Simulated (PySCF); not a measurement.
## W: excitation energy

W [Xe] 4f14 5d4 6s2 (5D) → W [Xe] 4f14 5d5 6s1 (7S), as a difference of total energies. Calculation: PySCF 2.14, in x2c-TZVPPall; scalar relativity by spin-free X2C-1e. Correlated levels: valence: [Xe] 4f14 frozen. The calculations carry no spin-orbit coupling.

Order these methods by the excitation energy they give, lowest first.
A. CAM-B3LYP
B. LDA
C. MP2 (valence)
D. BP86

C (-0.568 eV), D (-0.528 eV), B (-0.485 eV), A (-0.004 eV).

Errors of the correlated levels include the incompleteness of this basis and the frozen core.

For comparison: -0.187 eV (measured; NIST levels, between the centres of gravity of the two terms).
